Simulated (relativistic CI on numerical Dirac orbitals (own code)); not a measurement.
# Co4+ in a cubic cluster: L2,3 absorption with charge transfer

Computed with a charge-transfer multiplet model of a cubic metal-ligand cluster with up to 2 ligand holes, Slater and spin-orbit integrals from Dirac-Coulomb-Breit ions, Slater integrals scaled by 0.8. The ground state mixes d5 with configurations of k ligand holes L, whose averages lie at kΔ + k(k − 1)U_dd/2; a core hole lowers each added d electron by U_cd. 20 K, Lorentzian 0.4 eV and Gaussian 0.3 eV FWHM.

Atomic integrals in eV (Slater integrals scaled, ζ unscaled), ground: F2dd 10.866, F4dd 6.824, zeta_d 0.080; with the core hole: F2dd 11.456, F4dd 7.196, zeta_d 0.102, zeta_core 9.658, F2cd 6.863, G1cd 5.283, G3cd 3.006.

Cluster parameters (eV): Δ = 0.4, U_cd = 8.3, 10Dq = 0.2, 10Dq(ligand) = 1, V(eg) = 2.5, V(t2g) = -1.3, final-state hopping factor = 1.

| Case | n_d | d5 | d6L | d7L2 | S |
| --- | --- | --- | --- | --- | --- |
| U_dd = 5.9 eV | 5.50 | 0.54 | 0.41 | 0.05 | 2.50 |
| U_dd = 6.6 eV | 5.49 | 0.55 | 0.41 | 0.04 | 2.50 |
| U_dd = 7.3 eV | 5.48 | 0.56 | 0.40 | 0.04 | 2.50 |

Weights, n_d and S are thermal averages at 20 K. Photon energies count from the first peak over 30 % of the highest in each spectrum, which can be another peak from case to case. The parameters are a model scan and need not match a compound or its usual spin state. Peaks in eV (height, largest 100):
- U_dd = 5.9 eV: -1.5 (23), 0.0 (100), 2.6 (11), 3.5 (10), 4.3 (9), 6.6 (12), 14.0 (15), 15.6 (21)
- U_dd = 6.6 eV: -1.4 (21), 0.0 (100), 2.9 (11), 3.9 (9), 6.7 (7), 14.1 (15), 15.7 (20), 16.2 (21)
- U_dd = 7.3 eV: -1.5 (19), 0.0 (100), 3.1 (10), 4.2 (9), 14.1 (15), 15.0 (12), 15.8 (19), 16.3 (21)

Curve for U_dd = 7.3 eV (points under 2 left out, the grid thinned):

(E (eV), Intensity): (-2.9, 2.0), (-2.5, 4.2), (-2.1, 9.0), (-1.7, 16.2), (-1.3, 18.6), (-0.9, 19.8), (-0.5, 49.6), (-0.1, 99.2), (0.2, 83.6), (0.6, 57.9), (1.0, 36.7), (1.4, 20.9), (1.8, 14.5), (2.2, 10.7), (2.6, 9.1), (3.0, 9.7), (3.4, 9.2), (3.8, 8.2), (4.2, 8.9), (4.6, 8.3), (5.0, 7.2), (5.4, 6.2), (5.7, 5.7), (6.1, 4.8), (6.5, 4.3), (6.9, 4.1), (7.3, 2.7), (7.7, 2.3), (8.1, 2.0), (13.2, 3.0), (13.6, 7.3), (14.0, 14.7), (14.4, 11.7), (14.8, 11.5), (15.2, 11.8), (15.6, 17.8), (16.0, 19.2), (16.3, 21.5), (16.7, 15.8), (17.1, 7.8), (17.5, 4.6), (17.9, 3.2), (18.3, 2.2), (18.7, 2.1), (19.1, 2.0)

For the case U_dd = 6.6 eV, Δ = 0.4 eV is smaller than U_dd = 6.6 eV, the charge-transfer side of the Zaanen-Sawatzky-Allen scheme. With the core hole the configuration with one ligand hole lies at Δ + U_dd − U_cd = -2.0, -1.3, -0.6 eV from the one without, in the order of the table; where this is negative the screened configuration lies lower, though the effective hopping of about 3.9 eV (from the holes of the mixed ground state) mixes the two strongly wherever it is as large as the gap.
